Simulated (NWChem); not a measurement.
All runs are NWChem calculations. System: H₅AlOS, charge 1, spin multiplicity 2, at the geometry of a parent with another charge or spin, in a state set for the comparison that need not be this species' ground state. Its SCF solution wasn't tested for a lower state.

Input file:

```
start mol
memory heap 100 mb stack 700 mb global 1900 mb
charge 1
geometry units angstroms nocenter noautoz noautosym
  Al     0.242222     0.769042     0.841138
  H     -0.397960     0.326617     2.233914
  H      1.800573     1.040092     0.661074
  O     -0.792758     1.529551    -0.328592
  H     -1.656712     1.878371    -0.102507
  S      0.172125    -1.472284    -0.532132
  H     -0.601059    -0.714269    -1.347040
  H      1.294333    -1.208227    -1.237374
end
basis spherical
  * library 6-31+g*
end
scf
  rohf
  nopen 1
  maxiter 100
  thresh 1e-7
  semidirect memsize 60000000 filesize 0
  # guess.movecs holds the orbitals of an unrestricted PBE0 run
  vectors input guess.movecs swap 20 21 output mol.movecs
end
tce
  freeze core 11
  ccsd(t)
  2eorb
  2emet 13
  thresh 1e-6
  maxiter 100
  tilesize 24
end
task tce energy
```

The output up to the point where the run's verdict is printed (cleaned and shortened):

```
             Northwest Computational Chemistry Package (NWChem) 7.3.0
             --------------------------------------------------------

                                NWChem Input Module
                                -------------------

 Scaling coordinates for geometry "geometry" by  1.889725989
 (inverse scale =  0.529177249)

                             Geometry "geometry" -> ""
                             -------------------------

 Output coordinates in angstroms (scale by  1.889725989 to convert to a.u.)

  No.       Tag          Charge          X              Y              Z
 ---- ---------------- ---------- -------------- -------------- --------------
    1 Al                  13.0000     0.24222200     0.76904200     0.84113800
    2 H                    1.0000    -0.39796000     0.32661700     2.23391400
    3 H                    1.0000     1.80057300     1.04009200     0.66107400
    4 O                    8.0000    -0.79275800     1.52955100    -0.32859200
    5 H                    1.0000    -1.65671200     1.87837100    -0.10250700
    6 S                   16.0000     0.17212500    -1.47228400    -0.53213200
    7 H                    1.0000    -0.60105900    -0.71426900    -1.34704000
    8 H                    1.0000     1.29433300    -1.20822700    -1.23737400

 Effective nuclear repulsion energy (a.u.)     143.0507373978

            Nuclear Dipole moment (a.u.)
            ----------------------------
        X                 Y               Z
 ---------------- ---------------- ----------------
    -0.0000056692    -0.0000113384     0.0000245664


 Summary of "ao basis" -> "" (spherical)
 ------------------------------------------------------------------------------
       Tag                 Description            Shells   Functions and Types
 ---------------- ------------------------------  ------  ---------------------
 *                          6-31+g*                   on all atoms

 Summary of "ao basis" -> "ao basis" (spherical)
 ------------------------------------------------------------------------------
       Tag                 Description            Shells   Functions and Types
[...]
   43   0.2132288342883  -0.4086866414846     0.5     0.5
   44   1.8530583086180  -0.4115079074511     0.5     0.5
   45  36.4937965281288  -0.2383965271572     0.5     0.5
   46   0.0035136234327  -0.4089931016080     0.5     0.5
   47   0.0285176969718  -0.4091341185003     0.5     0.5
   48   0.1997423400029  -0.4086152968143     0.5     0.5
   49   1.7430140856448  -0.4118034403551     0.5     0.5
   50  33.0306637655737  -0.2526171755304     0.5     0.5
   51   0.0026490848196  -0.4091954065007     0.5     0.5
   52   0.0223222589858  -0.4094239330702     0.5     0.5
   53   0.1591926904652  -0.4089017079082     0.5     0.5
   54   1.3682481945685  -0.4120202747657     0.5     0.5
   55  21.8557866771082  -0.3020902847208     0.5     0.5
   56   0.0021299156285  -0.4092783562493     0.5     0.5
   57   0.0199499211533  -0.4094165270476     0.5     0.5
   58   0.1389554831244  -0.4090539961011     0.5     0.5
   59   1.1811420174918  -0.4117267912120     0.5     0.5
   60  16.9837488942844  -0.3254809175466     0.5     0.5
   61   0.0020732674910  -0.4093263906576     0.5     0.5
   62   0.0186802436527  -0.4094579446969     0.5     0.5
   63   0.1314087738198  -0.4090687454436     0.5     0.5
   64   1.1167154152206  -0.4117730027355     0.5     0.5
   65  15.4890872618710  -0.3322943337488     0.5     0.5
   66   0.0016241952168  -0.4095590593837     0.5     0.5
   67   0.0128997804037  -0.4095776056868     0.5     0.5
   68   0.0891023956450  -0.4094106585995     0.5     0.5
   69   0.7605698337079  -0.4112338393302     0.5     0.5
   70   8.1215606529493  -0.3719244868350     0.5     0.5
   71   0.0013698050496  -0.4095643120702     0.5     0.5
   72   0.0123675819234  -0.4096330348465     0.5     0.5
   73   0.0872194239012  -0.4093839127084     0.5     0.5
   74   0.7325116650572  -0.4114133819656     0.5     0.5
   75   7.9532484716126  -0.3697230011627     0.5     0.5
   76   0.0007967230308  -0.4097907474239     0.5     0.5
   77   0.0035499620202  -0.4098772970297     0.5     0.5
   78   0.0236875996578  -0.4098097438501     0.5     0.5
   79   0.1961817151729  -0.4104336950316     0.5     0.5
   80   1.6000169600735  -0.4034850085965     0.5     0.5
   81   0.0004372338675  -0.4098616750839     0.5     0.5
   82   0.0039831606496  -0.4098898415324     0.5     0.5
   83   0.0285712653044  -0.4098047109480     0.5     0.5
   84   0.2413219623004  -0.4105498482490     0.5     0.5
   85   2.0711746464418  -0.4021330618214     0.5     0.5
   86   0.0003228686674  -0.4099185249020     0.5     0.5
   87   0.0024594674588  -0.4099254821355     0.5     0.5
   88   0.0172057761094  -0.4098794733170     0.5     0.5
   89   0.1417858110763  -0.4103456383458     0.5     0.5
   90   1.1452314166279  -0.4055962832829     0.5     0.5
   91   0.0002442888837  -0.4099222485238     0.5     0.5
   92   0.0021540696460  -0.4099398655634     0.5     0.5
   93   0.0155038983142  -0.4098917204566     0.5     0.5
   94   0.1303667962404  -0.4103166498400     0.5     0.5
   95   1.0962826547966  -0.4062459976586     0.5     0.5
   96   0.0001820373926  -0.4099449021853     0.5     0.5
   97   0.0015827878914  -0.4099510888900     0.5     0.5
   98   0.0108688085364  -0.4099269894448     0.5     0.5
   99   0.0893088350814  -0.4102118143230     0.5     0.5
  100   0.7194333502919  -0.4074495528693     0.5     0.5
  0 ga offset                   0 size_xx_perproc                 978mx    1
 WRITE TENSOR
  filename: ./mol.t1amp.000000
  unit nr:       79
  file size:            978
  rec_mem (KB):     2048
  rec_size:         262144
  number of tasks:            1
  0 ga offset                   0 size_xx_perproc              541140mx    1
 WRITE TENSOR
  filename: ./mol.t2amp.000000
  unit nr:       80
  file size:         541140
  rec_mem (KB):     2048
  rec_size:         262144
  number of tasks:            3
 ------------------------------------------------------------------------
```

Convergence was not reached. The next line reads: ccsd_energy_loc: maxiter exceeded 101. NWChem stopped with the message: ccsd_energy_loc: maxiter exceeded 101.
